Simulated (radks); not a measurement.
Initial-state core-level shifts of the tellurium ion Te+ when its valence configuration changes from [Kr] 4d10 5s2 5p3. Method: scalar-relativistic Kohn-Sham, r2SCAN, spin-polarised, spherical densities, finite nucleus; open shells are filled with parallel spins first (spin-orbit coupling, left out, can overturn this in heavy ions); meta-GGA in the generalised Kohn-Sham scheme; Fermi nuclear charge, rms radius 4.7423 fm; computed with a radial shooting solver on a logarithmic mesh with Libxc functionals. Shifts are changes of the shell-averaged eigenvalues in eV (positive: less bound); the change of the density at the nucleus, which sets a Mossbauer isomer shift, is in e/bohr^3, on a base of 2.349e+05.

| valence | 2s | 2p | 4s | 4p | density at nucleus |
|---|---|---|---|---|---|
| 4d9 5s2 5p4 | -9.861 | -9.862 | -7.896 | -7.536 | +22.94 |
| 4d9 5s1 5p5 | -11.297 | -11.297 | -9.311 | -8.937 | -42.80 |
| 4d10 5s1 5p4 | -1.498 | -1.497 | -1.499 | -1.488 | -62.58 |
| 4d10 5p5 | -3.171 | -3.170 | -3.147 | -3.122 | -125.01 |
| 4d8 5s2 5p5 | -19.853 | -19.858 | -15.601 | -14.864 | +48.40 |
| 4d8.5 5s1.5 5p5 | -15.539 | -15.542 | -12.458 | -11.904 | +1.33 |
| 4d8 5s1 5p6 | -21.229 | -21.233 | -16.942 | -16.190 | -21.94 |
| 4d9 5p6 | -12.749 | -12.748 | -10.741 | -10.353 | -112.77 |
| 4d8.5 5s0.5 5p6 | -16.950 | -16.951 | -13.841 | -13.272 | -69.30 |
